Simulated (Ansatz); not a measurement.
Geometry optimisation, RKS B3LYP-D4/6-31G* (Ansatz 0.2.0).

Input:

```yaml
crystal:
  periodic: [false, false, false]
  atoms:
    - { symbol: B, position_ang: [0.0, 0.0, 0.0] }
    - { symbol: C, position_ang: [0.0, 0.0, 1.95] }
    - { symbol: H, position_ang: [-0.9996, -0.3092, 2.3205] }
    - { symbol: H, position_ang: [0.7676, -0.7111, 2.3205] }
    - { symbol: H, position_ang: [0.232, 1.0203, 2.3205] }
    - { symbol: C, position_ang: [1.3856, 0.0, -0.8] }
    - { symbol: H, position_ang: [1.7152, -1.0462, -0.9702] }
    - { symbol: H, position_ang: [1.2491, 0.508, -1.7774] }
    - { symbol: H, position_ang: [2.1552, 0.5381, -0.2082] }
    - { symbol: H, position_ang: [-1.0305, 0.0, -0.595] }
    - { symbol: "N", position_ang: [-0.2369, -1.7396, 0.5833] }
    - { symbol: H, position_ang: [-0.6522, -2.4652, -0.0683] }
    - { symbol: H, position_ang: [0.0425, -2.0107, 1.5692] }
    - { symbol: H, position_ang: [-0.1566, -1.1499, 1.6165] }
basis:
  gaussian: { orbitals: "6-31G*" }
hamiltonian:
  xc: b3lyp
  dispersion: d4
relax:
  f_tol: 0.15
  max_steps: 25
  restrain:
    - { distance: [0, 10], at: 2.75, k: 30.0 }
    - { distance: [13, 1], at: 2.31, k: 30.0 }
    - { distance: [0, 1], at: 1.6, k: 30.0 }
    - { distance: [13, 10], at: 1.06, k: 30.0 }
```

Launched with:

```bash
$ ansatz run input.yaml --threads 1 --pin off --max-ram 2048MiB --backend cpu --events-out ev --progress --plain --runs-dir out
```

Task: Where does it end, and by what steps?

Result: It converged. The restraints hold the end off the free minimum. After 17 steps the energy has fallen by 6.812 eV (the restraints' own energy left out); H13 moved furthest, 1.36 Å. Parted: C2–H14 (1.21 → 2.32 Å).

```csv
step,energy less start (eV),largest force component (eV/Å),accepted
0,0.0000,5.416,yes
1,-0.9125,6.707,yes
2,-1.3199,6.942,yes
3,-2.7013,5.642,yes
4,-4.2492,4.313,yes
5,-5.0377,8.432,yes
6,-6.2694,2.606,yes
7,-6.6295,1.342,yes
8,-6.7464,0.993,yes
9,-6.7326,1.004,no
10,-6.7716,0.819,yes
11,-6.7794,0.880,yes
12,-6.7750,0.971,no
13,-6.7879,0.792,yes
14,-6.7942,0.775,yes
15,-6.7974,0.795,yes
16,-6.7986,0.815,yes
17,-6.8122,0.687,yes
```

```xyz
14
Properties=species:S:1:pos:R:3
B 0.075 0.212 0.125
C -0.004 0.401 1.704
H -0.959 0.119 2.162
H 0.821 -0.079 2.247
H 0.110 1.483 1.894
C 1.446 0.164 -0.644
H 1.510 -0.779 -1.204
H 1.495 0.961 -1.400
H 2.336 0.239 -0.007
H -0.941 0.279 -0.515
N -0.283 -2.431 0.757
H -1.172 -2.897 0.589
H 0.417 -3.151 0.920
H -0.379 -1.888 1.634
```

Run time: 50 s on 1 thread of Intel(R) Xeon(R) Platinum 8488C (Sapphire Rapids), with other jobs on the host, peak memory 0.17 GiB.
